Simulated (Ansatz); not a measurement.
`[SiH3]C1=CC1` → `C1=CC1` + `[SiH2]`  (silylene formation by 1,1-elimination)

Gas-phase electronic energies from Ansatz, PBE0-D4/def2-TZVP geometries. CCSD(T)/CBS adds triple-zeta CCSD(T) − MP2 to the extrapolated MP2 energy (def2 sets, frozen cores). This one scheme is used for every species. DFT in def2-TZVPP.

CCSD(T)/CBS gives +261.3 kJ/mol.

Problem. Another level gave +280.5 kJ/mol. Which?
A. r2SCANh/def2-TZVPP
B. CCSD(T)/def2-TZVPP
C. revPBE/def2-TZVPP
D. LC-ωPBE/def2-TZVPP

Solution. A. r2SCANh 280.5, revPBE 243.7, CCSD(T)/def2-TZVPP 254.9, LC-ωPBE 275.7 kJ/mol.

Largest T1 diagnostic among the species: 0.014.

In def2-TZVPP, CCSD(T) changes the Hartree–Fock value by +10.6 kJ/mol (the triples alone add +4.9 kJ/mol) and MP2 by +32.8 kJ/mol. The D4 term adds +11.8 kJ/mol with B3LYP and +6.5 kJ/mol with PBE0; it sums over pairs of atoms, weighted by their polarisabilities, and B3LYP, whose exchange is more repulsive, gets the larger term.

B3LYP here is the variant with VWN-RPA as its local correlation; programs differ in this.
